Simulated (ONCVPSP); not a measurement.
u(r) = r·R(r): atom against pseudo-atom (carbon (C))

Columns: radius, all-electron u(r) and pseudo u(r) of the 2p shell (level -5.83 eV) of carbon in the configuration [He] 2s1 2p3; LDA (Perdew-Zunger), non-relativistic, ONCV scheme, ONCVPSP 4.0.1.

| r (bohr) | all-electron | pseudo |
| --- | --- | --- |
| 0.088 | 0.0385 | 0.0177 |
| 0.175 | 0.1204 | 0.0677 |
| 0.262 | 0.2168 | 0.1440 |
| 0.350 | 0.3139 | 0.2391 |
| 0.438 | 0.4030 | 0.3416 |
| 0.525 | 0.4799 | 0.4406 |
| 0.612 | 0.5445 | 0.5291 |
| 0.700 | 0.5976 | 0.6027 |
| 0.788 | 0.6390 | 0.6579 |
| 0.875 | 0.6696 | 0.6947 |
| 0.962 | 0.6908 | 0.7161 |
| 1.050 | 0.7041 | 0.7253 |
| 1.138 | 0.7103 | 0.7257 |
| 1.225 | 0.7107 | 0.7202 |
| 1.312 | 0.7062 | 0.7112 |
| 1.400 | 0.6976 | 0.6996 |
| 1.487 | 0.6859 | 0.6865 |
| 1.575 | 0.6715 | 0.6715 |
| 1.662 | 0.6552 | 0.6552 |
| 1.750 | 0.6372 | 0.6372 |
| 1.838 | 0.6180 | 0.6180 |
| 1.925 | 0.5983 | 0.5983 |
| 2.012 | 0.5780 | 0.5780 |
| 2.100 | 0.5572 | 0.5572 |
| 2.188 | 0.5363 | 0.5363 |
| 2.275 | 0.5156 | 0.5156 |

Problem. How many radial nodes do the two functions have?

Solution. The all-electron 2p function has n − l − 1 = 0; the pseudo-wave has 0.

Problem. At about which radius was the pseudo-wave matched?

Solution. 1.70 bohr. The columns agree to 0.0005 from 1.57 bohr on; several derivatives are matched, so the curves merge somewhat inside the radius.

Problem. Where does each function peak?

Solution. Outermost all-electron maximum near 1.23 bohr, pseudo maximum near 1.14 bohr (to the table’s step).

Problem. Is the pseudo-wave norm-conserving?

Solution. Yes: the ONCV scheme keeps the norm inside the radius equal to the all-electron one, which fixes the energy derivative of the logarithmic derivative at the level.
